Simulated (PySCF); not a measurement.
**Se (selenium, neutral): wB97M-V calculation**

Configuration: [Ar] 3d10 4s1 4p4 4d1, one real determinant (an excited configuration). All numbers are calculated (PySCF 2.14, a scalar-relativistic core potential, in aug-cc-pVTZ-PP with ECP10MDF (6s5p4d2f, 55 functions)).

```
Total energy                                                  : -372.2100 hartree
One-electron energy                                           : -650.9117 hartree
Hartree (Coulomb) energy                                      : 307.3248 hartree
Exchange-correlation energy                                   : -28.6231 hartree
⟨S²⟩                                                          : 6.0041
⟨L²⟩                                                          : 8.013
Sum of ⟨r⟩                                                    : 25.19 bohr
Sum of ⟨r²⟩                                                   : 50.14 bohr²
Traceless quadrupole moment −½Σ⟨3z² − r²⟩ along its main axis : 2.73 e·bohr²
```

| shell | electrons | mean orbital energy (hartree) | spread (hartree) | rms radius, mean of both spins (bohr) |
| --- | --- | --- | --- | --- |
| 3s α | 1 | -8.16438 | 0 | 0.616 |
| 3s β | 1 | -8.14715 | 0 | 0.616 |
| 3p α | 3 | -6.22465 | 0.01724 | 0.639 |
| 3p β | 3 | -6.20883 | 0.00882 | 0.639 |
| 3d α | 5 | -2.42304 | 0.01883 | 0.693 |
| 3d β | 5 | -2.40489 | 0.00989 | 0.693 |
| 4s α | 1 | -0.99154 | 0 | 1.87 |
| 4p α | 3 | -0.51745 | 0.04082 | 2.32 |
| 4p β | 1 | -0.40492 | 0 | 2.32 |
| 4d α | 1 | -0.04326 | 0 | 4.14 |

⟨L²⟩ = 8.01 against 12 for a pure F term, so this real determinant mixes terms. Energies and moments cover only the electrons outside the core potential. The outer electron is Rydberg-like, and this basis confines it to a smaller radius and binds it less than a complete one would.
